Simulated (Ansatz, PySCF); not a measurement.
Lewis adduct: BH3 (SMILES B) (first 4 atoms) with PH3 (SMILES P); geometry from B3LYP-D3(BJ)/def2-TZVP, rigid monomers moved along the line of their centres of mass till B1···P5 is 1.74 Å.
(charge 0, multiplicity 1):
```xyz
8

B     -0.0303    -0.0774     0.6721
H      1.0967    -0.4211     0.4177
H     -0.8416    -0.9688     0.6552
H     -0.3837     0.9320     0.1159
P      0.0459     0.3792     2.3460
H     -1.1341     0.8370     2.9591
H      0.4369    -0.5980     3.2788
H      0.9220     1.4186     2.7067
```

Interaction energies are E(AB) − E(A) − E(B) at the monomers' geometry in the complex; basis-set methods are counterpoise corrected.

Frozen-core correlation. CBS: X⁻³ extrapolation of the correlation energy, Hartree–Fock from the larger set.

Programs: Ansatz (Gaussian basis) for Hartree–Fock, density functionals and correlated methods; PySCF for the dispersion terms. Each number belongs to the level named beside it.

PBE/def2-TZVPPD gives -155.3 kJ/mol for the interaction energy.

**Question.** Predict the shift from PBE, with its sign, for: PBE-D3(BJ)/def2-TZVPPD, r2SCAN/def2-TZVPPD, PBE0/def2-TZVPPD, wB97M-V/def2-TZVPPD, MP2/CBS(aug-cc-pV(D+d)Z, aug-cc-pV(T+d)Z), CCSD(T)/CBS(aug-cc-pV(D+d)Z, aug-cc-pV(T+d)Z).

**Answer.** PBE-D3(BJ)/def2-TZVPPD -6.7; r2SCAN/def2-TZVPPD -0.4; PBE0/def2-TZVPPD 3.0; wB97M-V/def2-TZVPPD 24.2; MP2/CBS(aug-cc-pV(D+d)Z, aug-cc-pV(T+d)Z) 19.5; CCSD(T)/CBS(aug-cc-pV(D+d)Z, aug-cc-pV(T+d)Z) 30.7 kJ/mol. 4 of 6 lie above PBE; the widest gap is to CCSD(T)/CBS(aug-cc-pV(D+d)Z, aug-cc-pV(T+d)Z).

Ansatz is a quantum-chemistry and plane-wave program.
